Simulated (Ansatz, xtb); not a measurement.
## Relative energy of two structures of CH5GaSi

Structure X: a singlet given by its coordinates. Structure Y: `C[SiH2][Ga]`, a singlet. Both are isolated molecules in the gas phase, relaxed with B3LYP/6-31G*.

X (Å):

| atom | x (Å) | y (Å) | z (Å) |
| --- | --- | --- | --- |
| C | 0.1849 | 1.0752 | -0.8132 |
| Ga | -0.5068 | -0.3324 | 0.4217 |
| Si | -0.9813 | -1.6228 | 2.3389 |
| H | 1.2811 | 1.0850 | -0.7881 |
| H | -0.1451 | 0.8893 | -1.8405 |
| H | -0.1792 | 2.0595 | -0.4954 |
| H | -0.5836 | -2.8923 | 1.5937 |
| H | -2.4622 | -1.6346 | 1.9752 |

Close contacts (Å): C1–Ga2 2.00, Ga2–Si3 2.36, C1–H4 1.10, C1–H5 1.09, C1–H6 1.10, Si3–H7 1.52, Si3–H8 1.52.

Y (Å):

```xyz
8

C    -0.7075   -0.5632    0.2161
Ga   -2.1363   -3.6599   -1.6730
Si   -2.1017   -1.8764    0.2477
H    -0.7454    0.0322   -0.7034
H    -0.7954    0.1248    1.0645
H     0.2809   -1.0339    0.2675
H    -3.4116   -1.1374    0.2821
H    -2.0369   -2.5655    1.5834
```

Estimate which is lower in electronic energy at CCSD(T)/def2-TZVP, and by roughly how much.

The CCSD(T)/def2-TZVP calculation puts structure Y lower, by 65.5 kJ/mol.

The same difference at several levels:

| level | geometry | E(Y) − E(X) (kJ/mol) | departure from the last row (kJ/mol) | job, with rough time for the two |
| --- | --- | --- | --- | --- |
| B3LYP/6-31G* | B3LYP/6-31G* | −77.9 | −12.4 | optimisation, 2.7 min |
| HF/def2-TZVP | B3LYP/6-31G* | −113.0 | −47.5 | part of the CCSD(T) run |
| MP2/def2-TZVP | B3LYP/6-31G* | −59.8 | +5.7 | part of the CCSD(T) run |
| CCSD(T)/def2-TZVP | B3LYP/6-31G* | −65.5 |  | single point, 80 s |

The levels shown agree on the order. The largest departure from CCSD(T)/def2-TZVP is that of HF/def2-TZVP, 47.5 kJ/mol. Levels run at GFN2-xTB geometries aren't shown.

With harmonic frequencies from B3LYP/6-31G* (ideal gas, rigid rotor, one conformer each, 298.15 K, 1 atm): on the last row, ΔE + ΔZPE = −57.3 kJ/mol. A mode under 50 cm⁻¹ makes harmonic enthalpies and free energies unreliable, so none is given.

The correlated steps freeze 15 core orbitals; the filled d shell of Ga is correlated, in a basis made for valence electrons. Codes used: Ansatz 0.2.0; the last row on 1 thread of Arm Neoverse V1 on a shared host.
